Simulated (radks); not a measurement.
Question: The mean radii <r> (bohr) of the occupied orbitals of an atom or ion are listed with their occupations. Method: scalar-relativistic Kohn-Sham, MS2 meta-GGA, spin-unpolarised, spherical densities, finite nucleus; meta-GGA in the generalised Kohn-Sham scheme; Fermi nuclear charge, rms radius of each element as measured or else 0.836 A^(1/3) + 0.57 fm; computed with a radial shooting solver on a logarithmic mesh with Libxc functionals.

orbital  occ.      <r>
1s          2  0.02456
2s          2   0.1037
2p          6  0.09098
3s          2   0.2527
3p          3   0.2459
4s          1   0.4764

Name the element and its charge.

Answer: Z = 58, cerium, charge +42: Ce42+ in [Ne] 3s2 3p3 4s1. The 1s radius gives Z: for a bare nucleus <r> = (2 gamma + 1)/(2Z) with gamma = sqrt(1 - (Z/c)^2), 0.02424 bohr for Z = 58, and screening makes it slightly larger (0.02456 here). The occupations add up to 16, and the charge is Z minus that.
